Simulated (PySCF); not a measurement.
These are PBE-D3(BJ)/def2-TZVP // CAM-B3LYP-D3(BJ)/def2-SVP (PySCF) values and carry that method's errors. Gas-phase values, no solvent. One relaxed conformer stands for a flexible species; it need not be the lowest. Excitations are Tamm–Dancoff values on a coarser integration grid. The basis has no diffuse functions, so Rydberg states are missing or too high.

Reference species (SMILES): `C[CH2][In]([I])[CH2]C` (C–C–In–I torsion 0°, I–In–C–C torsion 178°) (neutral, multiplicity 1).

```
Item                      Value
----------------------  -------
S1–T1 gap (TDA)         0.10 eV
S1 oscillator strength    0.000
S1 excitation (TDA)     3.69 eV
T1 excitation (TDA)     3.59 eV
```

Changed species: `C[CH2][In]([I])[I]` (C–C–In–I torsion 179°) (2 of 3 C2H5 replaced by I; the reference has 1 of 3 C2H5 replaced by I).

Problem. Predict the effect on the S1–T1 gap (TDA), S1 oscillator strength, S1 excitation (TDA) and T1 excitation (TDA).

Solution. the S1–T1 gap (TDA) rises by 0.23 eV, to 0.33 eV; the S1 oscillator strength goes up by 0.019, to 0.019; the S1 excitation (TDA) goes up by 0.04 eV, to 3.73 eV; the T1 excitation (TDA) falls by 0.19 eV, to 3.40 eV.
